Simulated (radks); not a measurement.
The molybdenum ion Mo6+ is in [Kr]. Method: non-relativistic Kohn-Sham, PBE, spin-polarised, spherical densities, point nucleus; computed with a radial shooting solver on a logarithmic mesh with Libxc functionals. Open shells are filled with parallel spins first. One electron is removed from 4p, 3p, 4s, 3d in turn, with full relaxation. Which removal costs least, and what does each cost?

Answer. 4p 125.61 eV; 4s 150.61 eV; 3d 331.60 eV; 3p 479.50 eV. The 4p electron leaves first.
